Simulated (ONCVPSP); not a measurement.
**Before and after: ONCV potential for manganese (Mn)**

ONCVPSP 4.0.1 input, shortened (lines: element, Z, core and valence counts, functional; n l f; lmax; l rc ep ncon nbas qcut; lloc lpopt rc5 dvloc0; l nproj debl; icmod fcfact rcfact), LDA (Perdew-Wang 92), scalar-relativistic:

```
  Mn 25.00    3    4  -001012      upf
    1    0    2.00
    2    0    2.00
    2    1    6.00
    3    0    2.00
    3    1    6.00
    3    2    5.00
    4    0    2.00
    2
    0    1.70    0.00    4    8    7.40
    1    1.10    0.00    4    8    9.70
    2    1.00    0.00    5    9   10.70
    4    5    0.70    0.00
    0    3    3.70
    1    1    1.80
    2    2    1.30
    3    4.50    1.45
```

Change: p: rc 0.8.

Cutoffs: the cutoffs (Ha) at which the residual kinetic energy of the hardest occupied pseudo-wave falls to 1 and 0.1 mHa per electron; they do not see the model core or the augmentation charge, which bear on the density cutoff. Errors are all-electron minus pseudo energies relative to the spin-unpolarised reference configuration.

Question: How do hardness, ghosts and transferability respond?

Answer: The potential gets neither clearly harder nor softer (249 Ha and 298 Ha → 249 Ha and 298 Ha); the d channel sets the loose cutoff, while the largest relative change is in p, which becomes harder; of the 4 tests that both files solve, the error grows in 1 and shrinks in 1 by more than 15 % and 0.3 meV (median size 2.2 → 2.9 meV); neither file shows a bound ghost.

| quantity | base | changed |
| --- | --- | --- |
| cutoff, loose | 249 Ha | 249 Ha |
| cutoff, tight | 298 Ha | 298 Ha |
| loose cutoff by channel | s 11 Ha, p 29 Ha, d 249 Ha | s 11 Ha, p 56 Ha, d 249 Ha |
| bound ghosts | none | none |
| GHOST(+) flags under 300 eV | none | none |
| error for 3s2 3p6 3d5 4s1, meV [ΔE 8.65 eV] | -0.5 | -0.5 |
| error for 3s2 3p6 3d5 4s0, meV [ΔE 24.52 eV] | -1.0 | -1.0 |
| error for 3s2 3p6 3d4 4s0, meV [ΔE 57.33 eV] | -3.5 | -4.8 |
| error for 3s2 3p6 3d5 4s0 4p2, meV [ΔE 8.08 eV] | +40 | +28 |
| s: phases at 1.73 bohr within 0.05 rad from the reference energy up to (Ha; the scan ends near 5) | to the end of the scan | to the end of the scan |
| d: phases at 1.01 bohr within 0.05 rad from the reference energy up to (Ha; the scan ends near 5) | to the end of the scan | to the end of the scan |
| rms error of d²Exc/dni dnj with the model core, mHa | 1.10 | 1.12 |
